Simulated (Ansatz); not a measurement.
I2Zn, SMILES [I][Zn-][I] (connectivity only; charge and spin as stated), charge -1, multiplicity 2.

Geometry: B3LYP-D3(BJ)/def2-SVPD. The def2 effective core potentials stand for the cores of I; spin–orbit coupling is left out.

Two levels are set side by side: PBE/def2-SVPD (Ansatz, a quantum-chemistry and plane-wave program) and CAM-B3LYP/def2-SVPD (Ansatz). Energy differences of separate SCF runs at the same geometry; the states with an electron removed or added have multiplicity 1. Differences are taken from unrounded values.

```
quantity                         CAM-B3LYP
-------------------------------  ---------
vertical ionisation energy (eV)       2.64
```

What does PBE give, and how far is it from CAM-B3LYP? (An estimate is asked for; the answer gives what the named calculation found.)


```
quantity                          PBE  PBE minus CAM-B3LYP
-------------------------------  ----  -------------------
vertical ionisation energy (eV)  2.44                -0.20
```
